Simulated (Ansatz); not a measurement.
Ansatz results at the PBE0-D4/def2-TZVP geometry: LUMO energy (PBE/def2-TZVPP) -3.00 eV; LUMO energy (B3LYP/def2-TZVPP) -2.39 eV; HOMO energy (PBE/def2-TZVPP) -7.56 eV.

Each molecule was computed in one conformer, which needn't be the lowest.

Q: Which molecule gave them?
A. `[OH][Ti]([F])([SH])[Cl]`
B. `O[Si](O)(O)[O][Ti]([F])([F])[O][Si](O)(O)O`
C. `C[N](C)[Ti]([NH2])([NH2])[NH2]`
D. `CC[O][Ti]([OH])([O]CC)[O]CC`

A: B. The others give `CC[O][Ti]([OH])([O]CC)[O]CC`: -1.57, -0.91, -6.10; `C[N](C)[Ti]([NH2])([NH2])[NH2]`: -1.49, -0.76, -5.04; `[OH][Ti]([F])([SH])[Cl]`: -3.64, -2.99, -6.75.

B3LYP here is the variant with VWN-RPA as its local correlation; programs differ in this.
